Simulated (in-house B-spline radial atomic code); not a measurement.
# Ionising Pm with different functionals

Computed with a B-spline radial code for spherical atoms: four-component Dirac-Coulomb Hamiltonian, Fermi nucleus of rms radius 4.962 fm, spin-restricted, spherical fractional occupations for the functionals. The ionisation energy is the difference of two self-consistent energies, [Xe] 4f5 6s2 → [Xe] 4f5 6s1, without Breit or QED terms; ε is the level of the shell that loses the electron (mean over j).

Hybrids are left out here: with spherical fractional occupations of an open shell their exact exchange keeps a self-interaction that integer-occupation calculations don't have.

```csv
method,rung,ΔSCF (eV),-ε(6s) (eV)
LDA VWN5,LDA,6.07,3.68
relativistic LDA,LDA,6.06,3.67
LDA PW92,LDA,6.07,3.68
LDA exchange-only,LDA,5.23,2.89
PBE,GGA,?,?
PBEsol,GGA,5.89,3.56
BLYP,GGA,5.81,3.41
RPBE,GGA,5.78,3.49
PW91,GGA,5.91,3.58
BP86,GGA,6.04,3.68
AM05,GGA,5.83,3.49
OLYP,GGA,?,?
```

Problem. What does OLYP give?

Solution. ΔSCF 5.51 eV, and -ε(6s) = 3.22 eV.

Problem. What does PBE give?

Solution. ΔSCF 5.87 eV, and -ε(6s) = 3.54 eV.

Problem. How do they compare with the NIST value?

Solution. NIST lists 5.582 eV (measured, ground level to ground level). Errors run from -0.35 to +0.49 eV; OLYP is closest (-0.07 eV), but part of that can be cancellation, since the calculations leave out Breit-QED terms, spin polarisation, the choice among j levels, multiplet and fine-structure energies.
